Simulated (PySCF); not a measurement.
C₂H₁₀OSi₂.
Bonds: C1–Si2, Si2–C3, Si2–Si4, Si4–O5. Hydrogens: H6, H7, H8 on C1; H9 on Si2; H10, H11, H12 on C3; H13, H14 on Si4; H15 on O5.

Computed by this run: PySCF 2.14.0, PBE0-D3(BJ)/def2-SVP geometry optimisation, gas phase; density fitting, grid level 1; the optimiser is geomeTRIC in internal coordinates, started from a GFN2-xTB structure.

Step 0: E = -20021.2938 eV
```
atom  x, y, z in Å  |  force x, y, z in eV/Å
C1      1.5843   -1.0194   -0.9767   -0.665   0.294   0.158
Si2     0.3337    0.3839   -0.6533    1.251   0.181   0.065
C3      1.1278    1.5851    0.5980   -0.541  -0.431  -0.281
Si4    -1.7173   -0.4016    0.0548   -0.344   0.115  -0.282
O5     -1.3643   -1.1775    1.4484    0.866  -0.546   1.155
H6      1.2092   -1.7154   -1.7214   -0.199  -0.340  -0.369
H7      2.5358   -0.6367   -1.3359    0.373   0.344  -0.158
H8      1.7789   -1.5852   -0.0697    0.028  -0.242   0.468
H9      0.1779    1.1252   -1.9253   -0.188   0.177  -0.346
H10     1.3049    1.0939    1.5511    0.035  -0.287   0.429
H11     0.4827    2.4390    0.7852   -0.324   0.411   0.086
H12     2.0814    1.9660    0.2418    0.413   0.079  -0.311
H13    -2.3927   -1.3522   -0.8437   -0.123  -0.271  -0.625
H14    -2.7370    0.6207    0.3420   -0.279   0.626  -0.084
H15    -2.0331   -1.6090    1.9732   -0.302  -0.110   0.095
```

Step 1: E = -20021.4485 eV
```
atom  x, y, z in Å  |  force x, y, z in eV/Å
C1      1.5401   -1.0487   -0.9920    0.204   0.077  -0.010
Si2     0.3935    0.4180   -0.6938   -0.164  -0.111   0.148
C3      1.0746    1.6012    0.6068    0.216   0.024  -0.045
Si4    -1.6470   -0.4157    0.1013    0.020   0.117  -0.195
O5     -1.2773   -1.2166    1.5320    0.026   0.052  -0.077
H6      1.1448   -1.7352   -1.7569   -0.046   0.055   0.004
H7      2.5280   -0.6951   -1.3328   -0.015  -0.058   0.014
H8      1.6840   -1.6239   -0.0636   -0.032   0.034   0.005
H9      0.1748    1.1582   -1.9828   -0.034  -0.028   0.033
H10     1.2068    1.0835    1.5701   -0.020  -0.025  -0.031
H11     0.4084    2.4617    0.7742   -0.030  -0.039  -0.053
H12     2.0569    1.9903    0.2890   -0.027   0.010   0.055
H13    -2.2781   -1.3348   -0.9083   -0.035  -0.045   0.083
H14    -2.6300    0.7011    0.3218   -0.031  -0.060   0.073
H15    -2.0074   -1.6272    2.0035   -0.032  -0.003  -0.004
```

Question: Estimate the geometry and energy of step 2. (The exact step hangs on the optimiser's Hessian estimate; all steps are aligned on step 1, rigid shifts and turns removed.)

Answer: E = -20021.4594 eV, largest force 0.100 eV/Å
```
atom  x, y, z in Å  |  force x, y, z in eV/Å
C1      1.5495   -1.0403   -0.9877    0.084   0.029  -0.012
Si2     0.3911    0.4160   -0.6907   -0.041  -0.047   0.071
C3      1.0869    1.5966    0.6030    0.086   0.017  -0.020
Si4    -1.6567   -0.4106    0.0894   -0.018   0.047  -0.086
O5     -1.2776   -1.2079    1.5171    0.040  -0.012   0.031
H6      1.1476   -1.7217   -1.7528   -0.015   0.000  -0.002
H7      2.5393   -0.6938   -1.3270   -0.014  -0.009   0.008
H8      1.6863   -1.6130   -0.0573   -0.022   0.001   0.004
H9      0.1662    1.1537   -1.9776   -0.024   0.000  -0.008
H10     1.2137    1.0746    1.5642   -0.020  -0.009  -0.002
H11     0.4156    2.4533    0.7650   -0.015  -0.002  -0.003
H12     2.0693    1.9879    0.2922   -0.014  -0.007   0.008
H13    -2.2999   -1.3477   -0.8944   -0.011  -0.003   0.010
H14    -2.6519    0.6888    0.3358   -0.010  -0.009   0.006
H15    -2.0073   -1.6190    1.9895   -0.004   0.003  -0.006
```

The energy changes by -0.0109 eV. The first-order estimate −F·Δx gives -0.0177 eV and the mean of the old and new forces, exact on a quadratic surface, -0.0108 eV. The step makes an angle of 57° with the force vector and moves no atom by more than 0.029 Å.

The cost below is that of the whole optimisation. Hardware: one thread of an Intel Xeon Platinum 8375C at 2.90 GHz (shared host). Cost: 21 s, 0.56 GiB resident at most.
